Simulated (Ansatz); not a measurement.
Task: Name a neutral molecule of C, F, Zn and H with zero-point energy (PBE0-D4/def2-TZVP) between 120 and 136 kJ/mol and HOMO energy (ωB97M-V/def2-TZVPP) between -9.90 and -9.60 eV (Ansatz, PBE0-D4/def2-TZVP geometry).

Result: `[F][Zn][C]1=CC1` (128.8 kJ/mol, -9.63 eV). Other molecules can fit too; these were computed, each in one conformer that needn't be the lowest.
